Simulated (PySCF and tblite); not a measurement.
Values are calculated unless marked as measured or tabulated.
C₁₀H₁₇N, numbered as in [CH3:1][CH2:2][c:3]1[cH:4][cH:5][n:6]([CH3:7])[c:8]1[CH:9]([CH3:10])[CH3:11].

Free energies: PBE0-D3(BJ)/6-31G* on GFN2-xTB structures plus GFN2-xTB thermal terms, symmetry and mirror images included. Conformers within 2.5 kcal/mol (GFN2-xTB free energy) were kept, 4 at most. Programs: PySCF with density fitting and tblite.

Torsions listed: C1–C2–C3–C4, N6–C8–C9–C10. Of a mirror pair one member is shown.

| conformer | shape | symmetry |
| --- | --- | --- |
| 1 | 93°, 72° | C1 (pair) |
| 2 | 0°, 73° | C1 (pair) |
| 3 | -77°, -109° | C1 (pair) |

Q: Which of these conformers is the most populated at 298.15 K, and with what share?

A: Conformer 3, about 62 %. The lead over the next is within the error of the method.

Q: Give the DFT energies and free energies relative to the lowest, and all weights.

A: 
| conformer | shape | E(DFT) kcal/mol | G(298.15 K) kcal/mol | weight % |
| --- | --- | --- | --- | --- |
| 1 | 93°, 72° | 0.50 | 0.46 | 28.8 |
| 2 | 0°, 73° | 1.21 | 1.13 | 9.2 |
| 3 | -77°, -109° | 0.00 | 0.00 | 62.0 |

Q: How does its share change from 250 K to 350 K?

A: From 66 % to 58 %; the mixing entropy goes from 2.98 to 3.21 cal/(mol K).
